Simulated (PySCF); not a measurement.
**Atomic charges against the basis set**

Species: C2H5NO2Si2.
Atom-mapped SMILES: `[N:1]#[C:2][Si@@H:3]1[CH2:4][O:5][SiH2:6][O:7]1` (hydrogens: H8 on Si3; H9, H10 on C4; H11, H12 on Si6)

Structure used (PBE0-D3(BJ)/def2-SVP), in Å, numbered top down from 1:
```
atom  x, y, z in Å
N1    -3.148    0.071    1.140
C2    -2.124    0.324    0.658
Si3   -0.507    0.704   -0.178
C4    -0.044   -0.676   -1.421
O5     1.145   -1.278   -0.935
Si6    1.787   -0.756    0.519
O7     0.745    0.506    0.901
H8    -0.601    2.091   -0.693
H9     0.127   -0.275   -2.435
H10   -0.846   -1.430   -1.503
H11    3.172   -0.253    0.340
H12    1.726   -1.817    1.557
```

PBE0 throughout (PySCF), one geometry, spherical d and f functions. Isolated species at its PBE0-D3(BJ)/def2-SVP geometry, gas phase. The first 7 of 12 kinds of atom are listed.

Mulliken charges (e):

| basis | functions | N1 | C2 | Si3 | C4 | O5 | Si6 | O7 |
| --- | --- | --- | --- | --- | --- | --- | --- | --- |
| STO-3G | 48 | -0.198 | -0.144 | +0.792 | -0.216 | -0.371 | +0.808 | -0.491 |
| 6-31G | 81 | -0.268 | -0.115 | +1.103 | -0.375 | -0.718 | +1.175 | -0.899 |
| pcSseg-0 | 81 | -0.369 | -0.282 | +1.520 | -0.617 | -0.833 | +1.268 | -0.986 |
| 6-31G* | 116 | -0.257 | -0.003 | +0.766 | -0.308 | -0.582 | +0.884 | -0.675 |
| cc-pVDZ | 131 | -0.103 | -0.180 | +0.610 | -0.024 | -0.426 | +0.646 | -0.507 |
| def2-SVP | 131 | -0.047 | -0.269 | +0.725 | -0.059 | -0.503 | +0.793 | -0.568 |
| aug-cc-pVDZ | 214 | -0.358 | -0.030 | +0.759 | +0.690 | -0.814 | +0.184 | -0.986 |
| 6-311+G(2d,p) | 235 | -0.219 | -0.295 | +1.245 | -0.470 | -0.597 | +1.040 | -0.879 |
| def2-TZVP | 259 | -0.019 | -0.224 | +0.474 | -0.174 | -0.347 | +0.504 | -0.428 |
| cc-pVTZ | 288 | -0.063 | -0.191 | +0.496 | -0.094 | -0.320 | +0.454 | -0.369 |
| IGLO-III | 313 | -0.304 | -0.050 | +1.008 | -0.338 | -0.503 | +1.185 | -0.781 |

IAO charges (e):

```csv
basis,functions,N1,C2,Si3,C4,O5,Si6,O7
STO-3G,48,-0.148,-0.193,+0.947,-0.375,-0.459,+0.982,-0.678
6-31G,81,-0.163,-0.158,+0.953,-0.352,-0.590,+1.028,-0.796
pcSseg-0,81,-0.164,-0.168,+0.985,-0.361,-0.588,+1.050,-0.801
6-31G*,116,-0.172,-0.180,+1.079,-0.335,-0.627,+1.171,-0.853
cc-pVDZ,131,-0.168,-0.181,+1.066,-0.329,-0.623,+1.158,-0.845
def2-SVP,131,-0.165,-0.183,+1.079,-0.331,-0.623,+1.174,-0.848
aug-cc-pVDZ,214,-0.183,-0.171,+1.073,-0.333,-0.636,+1.167,-0.854
"6-311+G(2d,p)",235,-0.183,-0.178,+1.106,-0.344,-0.645,+1.202,-0.870
def2-TZVP,259,-0.180,-0.182,+1.118,-0.344,-0.647,+1.214,-0.875
cc-pVTZ,288,-0.178,-0.181,+1.104,-0.342,-0.642,+1.200,-0.868
IGLO-III,313,-0.183,-0.180,+1.116,-0.345,-0.647,+1.211,-0.875
```

Hirshfeld charges (e):

```tsv
basis	functions	N1	C2	Si3	C4	O5	Si6	O7
STO-3G	48	-0.174	-0.082	+0.507	-0.030	-0.249	+0.534	-0.305
6-31G	81	-0.168	-0.047	+0.464	-0.061	-0.271	+0.494	-0.359
pcSseg-0	81	-0.169	-0.049	+0.480	-0.069	-0.256	+0.507	-0.340
6-31G*	116	-0.179	-0.033	+0.443	-0.061	-0.239	+0.459	-0.311
cc-pVDZ	131	-0.174	-0.043	+0.451	-0.077	-0.219	+0.462	-0.296
def2-SVP	131	-0.178	-0.036	+0.457	-0.077	-0.226	+0.467	-0.297
aug-cc-pVDZ	214	-0.188	-0.038	+0.472	-0.085	-0.240	+0.482	-0.319
6-311+G(2d,p)	235	-0.189	-0.037	+0.469	-0.080	-0.242	+0.482	-0.318
def2-TZVP	259	-0.187	-0.035	+0.463	-0.082	-0.234	+0.472	-0.309
cc-pVTZ	288	-0.185	-0.036	+0.461	-0.082	-0.229	+0.469	-0.305
IGLO-III	313	-0.192	-0.035	+0.465	-0.083	-0.235	+0.468	-0.306
```

ESP-fitted charges (e):

| basis | functions | N1 | C2 | Si3 | C4 | O5 | Si6 | O7 |
| --- | --- | --- | --- | --- | --- | --- | --- | --- |
| STO-3G | 48 | -0.355 | +0.142 | +0.563 | -0.026 | -0.368 | +0.745 | -0.423 |
| 6-31G | 81 | -0.375 | +0.187 | +0.594 | +0.128 | -0.600 | +0.938 | -0.653 |
| pcSseg-0 | 81 | -0.382 | +0.161 | +0.715 | +0.012 | -0.595 | +1.084 | -0.667 |
| 6-31G* | 116 | -0.347 | +0.157 | +0.485 | -0.036 | -0.419 | +0.703 | -0.449 |
| cc-pVDZ | 131 | -0.334 | +0.140 | +0.462 | -0.029 | -0.383 | +0.641 | -0.416 |
| def2-SVP | 131 | -0.344 | +0.148 | +0.501 | +0.001 | -0.424 | +0.722 | -0.450 |
| aug-cc-pVDZ | 214 | -0.375 | +0.186 | +0.447 | -0.062 | -0.375 | +0.637 | -0.404 |
| 6-311+G(2d,p) | 235 | -0.365 | +0.166 | +0.477 | -0.071 | -0.384 | +0.645 | -0.420 |
| def2-TZVP | 259 | -0.364 | +0.168 | +0.470 | -0.071 | -0.369 | +0.638 | -0.404 |
| cc-pVTZ | 288 | -0.357 | +0.160 | +0.472 | -0.081 | -0.362 | +0.641 | -0.403 |
| IGLO-III | 313 | -0.368 | +0.175 | +0.455 | -0.085 | -0.365 | +0.628 | -0.396 |

**Question.** Which scheme is steadiest as the basis changes?

**Answer.** Largest range over the bases for any column: Hirshfeld 0.07 e, IAO 0.23 e, ESP-fitted 0.46 e, Mulliken 1.31 e. Hirshfeld charges move least and Mulliken charges most, counted in e. Without the minimal STO-3G basis the ranges are Hirshfeld 0.06, IAO 0.19, ESP-fitted 0.46, Mulliken 1.31 e.

**Question.** How much do the charges still move between the two largest bases, cc-pVTZ and IGLO-III?

**Answer.** At most, over all atoms: Mulliken 0.731 e, IAO 0.012 e, Hirshfeld 0.007 e, ESP-fitted 0.017 e.

**Question.** What do the same runs give for the total energy, the frontier levels and the dipole moment?

**Answer.** 
```json
{"basis": "STO-3G", "energy (Eh)": "-852.4855", "HOMO (eV)": "-4.43", "LUMO (eV)": "3.65", "μ (D)": "3.25"}
{"basis": "6-31G", "energy (Eh)": "-862.6977", "HOMO (eV)": "-8.40", "LUMO (eV)": "-1.04", "μ (D)": "3.15"}
{"basis": "pcSseg-0", "energy (Eh)": "-861.5778", "HOMO (eV)": "-8.46", "LUMO (eV)": "-1.21", "μ (D)": "3.19"}
{"basis": "6-31G*", "energy (Eh)": "-862.8982", "HOMO (eV)": "-8.43", "LUMO (eV)": "-1.00", "μ (D)": "3.11"}
{"basis": "cc-pVDZ", "energy (Eh)": "-862.9393", "HOMO (eV)": "-8.44", "LUMO (eV)": "-0.98", "μ (D)": "3.11"}
{"basis": "def2-SVP", "energy (Eh)": "-862.5402", "HOMO (eV)": "-8.51", "LUMO (eV)": "-1.06", "μ (D)": "3.06"}
{"basis": "aug-cc-pVDZ", "energy (Eh)": "-862.9661", "HOMO (eV)": "-8.59", "LUMO (eV)": "-1.31", "μ (D)": "3.34"}
{"basis": "6-311+G(2d,p)", "energy (Eh)": "-863.0543", "HOMO (eV)": "-8.66", "LUMO (eV)": "-1.39", "μ (D)": "3.32"}
{"basis": "def2-TZVP", "energy (Eh)": "-863.0899", "HOMO (eV)": "-8.64", "LUMO (eV)": "-1.30", "μ (D)": "3.28"}
{"basis": "cc-pVTZ", "energy (Eh)": "-863.0762", "HOMO (eV)": "-8.59", "LUMO (eV)": "-1.21", "μ (D)": "3.25"}
{"basis": "IGLO-III", "energy (Eh)": "-863.0920", "HOMO (eV)": "-8.64", "LUMO (eV)": "-1.32", "μ (D)": "3.32"}
```

The dipole is fixed by the density alone, so its range of 0.28 D shows that the density itself changes with the basis, not only its division among atoms.
